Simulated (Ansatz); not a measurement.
`C[Se][In]([F])[F]` + `N=C=O` → `O=C=[N][In]([F])[F]` + `C[SeH]` at 600 K and 1 bar (ligand exchange at the In–Se bond).

Computed with Ansatz on PBE0-D4/def2-TZVP structures; ΔE is electronic, products minus reactants. CCSD(T)/CBS adds triple-zeta CCSD(T) − MP2 to the extrapolated MP2 energy (def2 sets, frozen cores). This one scheme is used for every species. Elements past krypton have def2 core potentials. For In, Se outer-core shells are correlated without core-valence functions, which leaves a few kJ/mol of doubt a bond. Scalar relativity is left out up to krypton. One conformer a species, not always the lowest.

```
              species  CCSD(T)/CBS energy (Eh)  H − E (kJ/mol)  S (J/(mol·K))
  `C[Se][In]([F])[F]`              -2830.05920           170.4          491.8
              `N=C=O`               -168.51995            83.3          274.5
`O=C=[N][In]([F])[F]`               -557.39754            97.5          454.3
             `C[SeH]`              -2441.15625           149.5          312.9
```

H − E and S are ideal-gas, rigid-rotor, harmonic terms from PBE0-D4/def2-TZVP, for one conformer and one mirror image of each species. 1 Eh = 2625.50 kJ/mol, R = 8.31446 J/(mol·K).

Q: By hand: ΔE, ΔH, ΔS and ΔG.

A: ΔE = (-557.39754) + (-2441.15625) − (-2830.05920) − (-168.51995) = 0.02536 Eh = 66.6 kJ/mol. Δ(H − E) = 97.5 + 149.5 − 170.4 − 83.3 = -6.7, so ΔH = 59.9 kJ/mol. ΔS = 454.3 + 312.9 − 491.8 − 274.5 = 0.9 J/(mol·K). ΔG = 59.9 − 600 × (0.9)/1000 = 59.4 kJ/mol.

Q: By hand: the equilibrium constant, and the temperature at which ΔG would vanish if ΔH and ΔS stayed fixed.

A: log₁₀ K = −ΔG/(RT ln 10) = -5.2. ΔG = 0 at ΔH/ΔS = 66556 K, far beyond where these terms or the molecules hold.

The number of gas molecules stays the same, so ΔS is small and ΔH decides. A doubt of 5 kJ/mol in ΔE shifts log₁₀ K by 0.4 here. Other conformers and mirror images would add mixing entropy, several J/(mol·K) or more a flexible species. Modes under 60 cm⁻¹, often nearly free rotors, make the harmonic entropy too high. These are equilibria of isolated gas molecules and say nothing of rates. Largest T1 diagnostic: 0.018 (customary marks: 0.02 for closed shells, 0.045 for open ones).
